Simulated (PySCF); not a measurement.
Electron correlation in La²⁺ (lanthanum, charge +2)

[Xe] 4f1, 2F determinant (an excited configuration). Computed with PySCF 2.14 in x2c-TZVPPall (11s7p7d3f1g, 97 functions), with scalar relativity by spin-free X2C-1e. Frozen: [Kr] 4d10; 9 electrons correlated.

| level | correlation energy (mhartree) |
| --- | --- |
| CCSD | -185.34 |
| (T) | -5.69 |
| CCSD(T) | -191.03 |

Diagnostics: T1 = 0.011, D1 = 0.0444, largest double amplitude 0.028.

Spin-orbit coupling, absent here, splits the open shell strongly.

Cost of the coupled-cluster step: of the order of 23 core-seconds, for 9 correlated electrons.
